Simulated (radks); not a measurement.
Problem. All-electron atom: In4+ in [Kr] 4d9. All-electron calculation, Dirac Kohn-Sham, BLYP, spin-unpolarised, spherical densities, point nucleus; open shells are shared between the two j in proportion to 2j + 1. Program: a radial shooting solver on a logarithmic mesh with Libxc functionals. Some entries of the table are withheld. Estimate them.

orbital,occ.,eigenvalue (hartree),<r> (bohr)
1s1/2,2,-1021.294,0.02971
2s1/2,2,-154.4184,(1)
2p1/2,2,-144.1385,(2)
2p3/2,4,-136.3846,(3)
3s1/2,2,-30.75455,0.3484
3p1/2,2,-26.60652,(4)
3p3/2,4,-25.20582,(5)
3d3/2,4,-17.86647,0.3222
3d5/2,6,-17.57938,0.3258
4s1/2,2,-6.15762,0.8432
4p1/2,2,-4.79378,0.8924
4p3/2,4,-4.54356,0.9212
4d3/2,3.6,(6),1.104
4d5/2,5.4,(7),1.116

Solution. 
(1) 2s1/2 <r> (bohr): 0.1281
(2) 2p1/2 <r> (bohr): 0.1084
(3) 2p3/2 <r> (bohr): 0.1137
(4) 3p1/2 <r> (bohr): 0.3394
(5) 3p3/2 <r> (bohr): 0.3505
(6) 4d3/2 eigenvalue (hartree): -2.40731
(7) 4d5/2 eigenvalue (hartree): -2.37237
